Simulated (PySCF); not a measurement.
Species: C8H8O2.
Cartesian coordinates in Å at the PBE0-D3(BJ)/def2-SVP level; atoms count from 1:
```xyz
18
C8H8O2 angstrom
O      2.4173   -0.0338   -1.3276
C      1.8794   -0.3254   -0.2924
O      2.5377   -0.3909    0.8724
C      0.4312   -0.7165   -0.1526
C     -0.3298   -0.1710    1.0830
C     -0.2614    1.3234    0.7365
C     -0.3727    1.4244   -0.5916
C     -0.5174   -0.0021   -1.1432
C     -1.8426   -0.5657   -0.6202
C     -1.7301   -0.6675    0.7084
H      3.4589   -0.1578    0.6777
H      0.3686   -1.8161   -0.2228
H      0.0478   -0.4581    2.0712
H     -0.1873    2.1273    1.4690
H     -0.4062    2.3292   -1.1985
H     -0.3065   -0.1286   -2.2111
H     -2.7150   -0.7787   -1.2388
H     -2.4898   -0.9820    1.4249
```

Linear response at PBE0/def2-SVPD (PySCF, frozen core in the response, non-relativistic).

Static isotropic polarisability: 88.72 au (13.15 Å³), principal values 77.3, 94.0, 94.8 au.

Q: What is the polarisability at 1064 nm and at the sodium D line?

A: 89.40 au at 1064 nm (+0.8 %), 91.02 au at 589.3 nm (+2.6 %). The rise at 589.3 nm is 3.37 times that at 1064 nm; a pure ω² law gives 3.26. The lowest singlet lies at 248 nm, shorter than both wavelengths.

Q: What is the isotropic C6 coefficient between two such molecules, C6 = (3/π)∫α(iω)² dω?

A: 3472 au (Eh·bohr⁶) by a ten-point quadrature over imaginary frequencies, which is 2070 eV·Å⁶ or 200 J·nm⁶/mol.

Q: Which effective excitation energy ω̄ makes London's formula C6 = (3/4)α²ω̄ exact here?

A: ω̄ = 4·C6/(3α²) = 0.588 Eh = 16.0 eV. A one-pole form α(ω) = α/(1 − ω²/ω̄²) fitted to the 1064 nm value gives 13.3 eV.

Q: How anisotropic is the static polarisability, by Δα² = ½[(α1 − α2)² + (α2 − α3)² + (α3 − α1)²]?

A: Δα = 17.1 au, or 0.19 of the isotropic value.

Q: What does −C6/R⁶ come to at R = 10 Å between centres?

A: -200 J/mol. This is the leading, orientation-averaged term; C8 and higher terms are left out.

Q: What three-body coefficient follows from the one-pole estimate C9 = (3/4)·α·C6?

A: 231000 au. This is an estimate from the two numbers above, not a computed integral.

Q: The lowest 6 singlets have (eV, f): 4.99, 0.000; 5.60, 0.003; 5.74, 0.012; 5.91, 0.002; 6.37, 0.007; 6.44, 0.001. What share of the static polarisability do they carry in the sum over states α = Σ f/ω²?

A: 0.53 au, 0.6 % of α; the largest term, 0.27 au, is that of the state at 5.74 eV. Their oscillator strengths add up to 0.03. Higher states carry the rest.

Q: What molar refraction at the D line follows from R = (4π/3)·N_A·α′, with α′ the polarisability volume?

A: α′ = 13.49 Å³ gives R = 34.02 cm³/mol, for isolated, non-vibrating species.

One conformer stands for the species.
